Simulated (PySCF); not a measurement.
# Spin states of SiAs

Unrestricted PBE0; Si def2-TZVPPD, As def2-TZVPPD; no relativity (PySCF 2.14). Outer shells of the fragments: Si 3s2 3p2; As 3d10 4s2 4p3.

Followed along the bond (rough minima from three points):

```csv
2Ms+1,unpaired,⟨S²⟩ at the start,R at minimum (Å),Te (eV)
2,π ↑,0.76,2.18,0.00
2,σ ↑,0.78,2.07,0.18
4,π ↑↑↑,3.76,none in the scan,≤ 1.55
6,"σ ↑, π ↑↑↑↑",8.75,none in the scan,≤ 2.90
```

Solutions found at the starting distance of 2.290 Å, counted from the lowest of them; the search is not exhaustive and high or unbound solutions are not listed, so other states can lie among these:

| 2Ms+1 | unpaired | term | E (eV) | ⟨S²⟩ | ⟨Lz²⟩ | μ (D) |
| --- | --- | --- | --- | --- | --- | --- |
| 2 | π ↑ | ²Π | 0.00 | 0.76 | 1.01 | -0.85 |
| 2 | σ ↑ | ²Σ⁺ | 0.48 | 0.78 | 0.00 | -1.28 |
| 4 | π ↑↑↑ | ⁴Π | 1.56 | 3.76 | 1.01 | 0.56 |
| 4 | σ ↑, π ↑↑ | mixed | 1.77 | 3.76 | 2.02 | -0.42 |
| 2 | π ↑↑↓ | mixed | 1.91 | 1.77 | 3.04 | 0.58 |
| 2 | σ ↓, π ↑↑ | mixed | 2.21 | 1.78 | 2.02 | -0.30 |
| 4 | σ ↑, π ↑↑ | mixed | 2.25 | 3.76 | 2.01 | -0.66 |
| 2 | σ ↓, π ↑↑ | mixed | 2.69 | 1.77 | 2.01 | -0.55 |
| 6 | σ ↑, π ↑↑↑↑ | ⁶Σ⁺ | 3.09 | 8.75 | 0.00 | 1.23 |
| 2 | π ↑ | mixed | 3.18 | 0.76 | 3.02 | 0.58 |

A term symbol is given only where ⟨S²⟩ and ⟨Lz²⟩ are close to those of a pure state; real π, δ and φ orbitals otherwise mix terms. A positive dipole means Si(−)As(+).

**Question.** Compare the gap between the two lowest followed solutions at the starting distance with the gap between their minima.

**Answer.** At PBE0 the second solution (doublet, unpaired electrons σ ↑) lies +0.48 eV from the first (doublet, unpaired electrons π ↑) at 2.290 Å and +0.18 eV at the minima; the two curves relax by different amounts, since their minima lie near 2.07 and 2.18 Å.

Spin–orbit coupling is left out. Counting both spins, an empty level lies below a filled one in some of these solutions, because spin and occupation are held.
